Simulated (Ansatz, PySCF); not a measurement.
Br3Sb, SMILES [Br][Sb-]([Br])[Br], charge -1, multiplicity 2. Atoms are numbered in the order given.

```xyz
4

Sb     0.0000     0.0000     0.4650
Br     0.0000     2.7795     0.7165
Br     0.0000     0.0000    -2.1292
Br     0.0000    -2.7795     0.7165
```
Charge -1, spin multiplicity 2.

Coordinates come from a r2SCAN-D4/def2-SVPD optimisation. The def2 effective core potentials stand for the cores of Sb; spin–orbit coupling is left out.

Two levels are set side by side: PBE-D3(BJ)/def2-SVPD (Ansatz, a first-principles code) and r2SCAN-D4/def2-SVPD (Ansatz). Each level has its own optimised geometry; the coordinates shown are those of the second. Frequencies come from the Hessian of PySCF at each geometry. Differences are taken from unrounded values.

```csv
quantity,r2SCAN-D4,PBE-D3(BJ),PBE-D3(BJ) minus r2SCAN-D4
mean bond length (Å),2.725,2.743,0.018
bond Sb1–Br2 (Å),2.791,2.800,0.009
bond Sb1–Br3 (Å),2.594,2.630,0.036
bond Sb1–Br4 (Å),2.791,2.800,0.009
highest harmonic wavenumber (cm⁻¹),221,207,-14
mean harmonic wavenumber (cm⁻¹),110,103,-7
zero-point energy (kcal/mol),0.94,0.88,-0.06
```
